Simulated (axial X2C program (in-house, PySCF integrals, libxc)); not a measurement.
## Low determinants of Ta

Calculated with an axial X2C code built on PySCF integrals, basis dyall-cv3z (cores contracted in-house), spin-free (one-electron X2C) and two-component (2c, atomic mean-field Coulomb and Gaunt terms). Energies in eV from the lowest row of each column (rows without correlated energies are left out; n/a marks j-coupled starts, which PBE0 does not hold); electrons by l are Mulliken totals of the Hartree–Fock solution, and PBE0 can relax to another configuration under the same block occupation. Coupled cluster uses truncated natural virtuals with an MP2 remainder. Frozen shells in the correlated columns: 4 s, 3 p, 2 d, 1 f.

Spin-free determinants:

| electrons by l | M_S, M_L | HF | MP2 | CCSD(T) | PBE0 |
| --- | --- | --- | --- | --- | --- |
| s12 p24 d23 f14 | 3/2, 3 | 0.03 | 0.00 | 0.00 | 0.13 |
| s12 p24 d23 f14 | 3/2, 2 | 0.00 | 0.04 | 0.01 | 0.00 |
| s12 p24 d23 f14 | 3/2, 0 | 0.14 | 0.18 | 0.10 | 0.02 |
| s12 p24 d23 f14 | 3/2, 1 | 0.49 | 0.34 | 0.23 | 0.24 |
| s11.8 p24 d23.2 f14 | 3/2, 1 | 0.48 | 0.45 | 0.35 | 0.20 |
| s12 p24 d23 f14 | 3/2, 0 | 0.74 | 0.56 | 0.47 | 0.41 |
| s11 p24 d24 f14 | 5/2, 2 | 0.23 | 0.86 | 1.03 | 0.47 |
| s11 p24 d24 f14 | 5/2, 0 | 0.19 | 0.88 | 1.03 | 0.35 |

Two-component determinants:

```
     electrons by l  2M_J    HF   MP2  CCSD(T)  PBE0
    s12 p24 d23 f14     3  0.00  0.00     0.00  0.02
    s12 p24 d23 f14     1  0.05  0.13     0.08  0.00
s11.9 p24 d23.1 f14     3  0.35  0.49     0.40  0.24
    s12 p24 d23 f14     7  0.41  0.55     0.52  0.45
s11.8 p24 d23.1 f14     1  0.63  0.66     0.55  0.33
    s11 p24 d24 f14     1  0.31  0.97     1.15   n/a
    s11 p24 d24 f14     5  0.43  1.20     1.38  0.55
```

Ground level as tabulated from the NIST Atomic Spectra Database (leading term): 2S+1 = 4, L = 3, J = 3/2.

Single determinants need not be terms or J levels, so several rows can belong to one term; PBE0 has no current term and treats spin collinearly, and Hartree–Fock breaks spherical symmetry, which spreads rows that should be degenerate. The search is wide but not exhaustive and can miss a configuration; gaps between s and d configurations can be off by some tenths of an eV with this basis and core.

The run took 35 min on 1 thread of Intel(R) Xeon(R) Processor @ 2.30GHz, on a shared host.
